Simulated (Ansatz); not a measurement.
One change: `C[NH][Ga]([NH2])[Cl]` becomes `C[NH][Ga]([NH2])[F]`.

Ansatz, PBE0-D4/def2-TZVP geometries, multiplicity 1. Each molecule was computed in one conformer, which needn't be the lowest.

Scalar relativity is left out up to krypton.

```csv
property,`C[NH][Ga]([NH2])[Cl]`
HOMO energy (PBE/def2-TZVPP) / eV,-5.40
HOMO energy (B3LYP/def2-TZVPP) / eV,-6.53
HOMO–LUMO gap (ωB97M-V/def2-TZVPP) / eV,10.58
HOMO–LUMO gap (B3LYP/def2-TZVPP) / eV,5.99
HOMO energy (ωB97M-V/def2-TZVPP) / eV,-9.10
LUMO energy (PBE0/def2-TZVPP) / eV,-0.21
```

**Question.** Give the same properties after the change, and the shifts. (Estimate.)

**Answer.** The calculation gave: 
```json
{"property": "HOMO energy (PBE/def2-TZVPP) / eV", "`C[NH][Ga]([NH2])[F]`": "-5.39", "shift": "0.01"}
{"property": "HOMO energy (B3LYP/def2-TZVPP) / eV", "`C[NH][Ga]([NH2])[F]`": "-6.55", "shift": "-0.02"}
{"property": "HOMO–LUMO gap (ωB97M-V/def2-TZVPP) / eV", "`C[NH][Ga]([NH2])[F]`": "10.54", "shift": "-0.04"}
{"property": "HOMO–LUMO gap (B3LYP/def2-TZVPP) / eV", "`C[NH][Ga]([NH2])[F]`": "5.95", "shift": "-0.04"}
{"property": "HOMO energy (ωB97M-V/def2-TZVPP) / eV", "`C[NH][Ga]([NH2])[F]`": "-9.11", "shift": "-0.01"}
{"property": "LUMO energy (PBE0/def2-TZVPP) / eV", "`C[NH][Ga]([NH2])[F]`": "-0.24", "shift": "-0.03"}
```

Positive LUMOs are unbound, so they and the gaps depend on the basis.

B3LYP here is the variant with VWN-RPA as its local correlation; programs differ in this.
